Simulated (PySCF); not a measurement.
# Exercise with solution: oscillator strength and radiative lifetime

C3H5BF2, SMILES B(F)(C(=C)F)C.

Coordinates come from a PBE0-D3(BJ)/def2-SVP optimisation. The structure was generated by enumeration, and PubChem lists no compound with its InChIKey, so it may never have been made. The values are those of a single conformer.

TDDFT-ωB97X/def2-SVPD (PySCF) puts the first singlet state with f over 0.02 at 6.17 eV (vertical), with the transition dipole (-1.401, -0.321, -0.158) in atomic units.

### Question
Find the oscillator strength, the wavelength and the radiative lifetime that this transition would have in vacuum if emission retraced absorption.

### Answer

|μ|² = 2.0908 au, so |μ| = 3.68 D. ΔE = 6.17/27.211 = 0.2267 hartree. f = (2/3) ΔE |μ|² = 0.316 (the program prints 0.316).
λ = 1239.84/6.17 = 201 nm; ν = 49764 cm⁻¹.
Einstein's coefficient A = 0.6670 ν² f s⁻¹ (ν in cm⁻¹) = 5.2e8 s⁻¹, so τ = 1/A = 1.9 ns. This state is S2; the lower singlet has f = 0.001. The figure is the radiative limit of this one transition; relaxation, internal conversion, crossing to triplets and a medium change what is measured.
